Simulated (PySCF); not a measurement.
First SCF of a structure search on triplet CoO₂F, at a hand-made trigonal pyramidal geometry. PySCF input:

```python
from pyscf import gto, scf, dft
mol = gto.M(atom='''
Co     0.000000     0.000000     0.000000
O     -0.706400     1.223400     0.751200
O     -0.706400    -1.223400     0.751200
F      1.545200     0.000000     0.821600''',
    basis={'Co': 'def2-TZVP', 'O': 'def2-TZVP', 'F': 'def2-TZVP'},
    charge=0, spin=2)
mf = dft.UKS(mol, xc='PBE0')
mf.grids.atom_grid = (50, 194)
aux = {'Co': 'def2-universal-JKFIT', 'O': 'def2-universal-JKFIT', 'F': 'def2-universal-JKFIT'}
mf = mf.density_fit(auxbasis=aux)
mf.conv_tol = 1e-08
mf.diis_space = 10
mf.max_cycle = 60
mf.init_guess = 'minao'
mf.verbose = 4
mf.kernel()
```

Excerpt of the output (cycles alone):

```
init E= -1631.61687738626
cycle= 1 E= -1615.95979648003  delta_E= 15.7  |g|= 5.69  |ddm|= 8.34
cycle= 2 E= -1544.53130166661  delta_E= 71.4  |g|= 16.6  |ddm|= 14.6
cycle= 3 E= -1603.25924000485  delta_E= -58.7  |g|= 10.6  |ddm|=  7.7
cycle= 4 E= -1609.59666282658  delta_E= -6.34  |g|=  8.3  |ddm|= 4.52
cycle= 5 E= -1611.18113600608  delta_E= -1.58  |g|= 8.16  |ddm|= 3.99
cycle= 6 E= -1621.52935543951  delta_E= -10.3  |g|= 6.41  |ddm|= 4.37
cycle= 7 E= -1624.81460829086  delta_E= -3.29  |g|= 5.41  |ddm|= 1.87
cycle= 8 E= -1627.03702761372  delta_E= -2.22  |g|= 4.66  |ddm|= 1.21
cycle= 9 E= -1627.91201047437  delta_E= -0.875  |g|= 4.14  |ddm|= 0.496
cycle= 10 E= -1629.39768394586  delta_E= -1.49  |g|= 3.51  |ddm|= 0.639
cycle= 11 E= -1629.33379858654  delta_E= 0.0639  |g|= 3.53  |ddm|= 0.259
cycle= 12 E= -1614.12047434424  delta_E= 15.2  |g|= 5.96  |ddm|=   13
cycle= 13 E= -1628.06317011216  delta_E= -13.9  |g|= 4.16  |ddm|=   13
... 31 lines left out ...
cycle= 45 E= -1632.53146074591  delta_E= -1.6e-06  |g|= 0.000363  |ddm|= 0.00427
cycle= 46 E= -1632.53146151183  delta_E= -7.66e-07  |g|= 0.000231  |ddm|= 0.00269
cycle= 47 E= -1632.53146202714  delta_E= -5.15e-07  |g|= 0.000198  |ddm|= 0.00266
cycle= 48 E= -1632.53146232269  delta_E= -2.96e-07  |g|= 0.000119  |ddm|= 0.0018
cycle= 49 E= -1632.53146247302  delta_E= -1.5e-07  |g|= 0.000106  |ddm|= 0.00135
cycle= 50 E= -1632.53146255679  delta_E= -8.38e-08  |g|= 6.19e-05  |ddm|= 0.00104
cycle= 51 E= -1632.53146260655  delta_E= -4.98e-08  |g|= 5.12e-05  |ddm|= 0.00102
cycle= 52 E= -1632.53146261335  delta_E= -6.8e-09  |g|= 2.91e-05  |ddm|= 0.000262
Extra cycle  E= -1632.53146261183  delta_E= 1.52e-09  |g|= 8.35e-05  |ddm|= 7.18e-05
converged SCF energy = -1632.53146261183  <S^2> = 2.7891925  2S+1 = 3.486656
```

This is not the lowest solution: another start and a stability analysis within the same unrestricted form found one 3.4 kJ/mol lower, at -1632.53275 Eh.

Open d and f shells are described by one determinant, and the ground state may have another occupation or spin.

The search for the lowest solution, 3 starts and the stability check together, took 30 s on 4 threads of a shared Arm Neoverse V1 host, with 138 basis functions; the process peaked at 0.69 GiB. Launch command: `OMP_NUM_THREADS=4 python axn.py task.json out`.
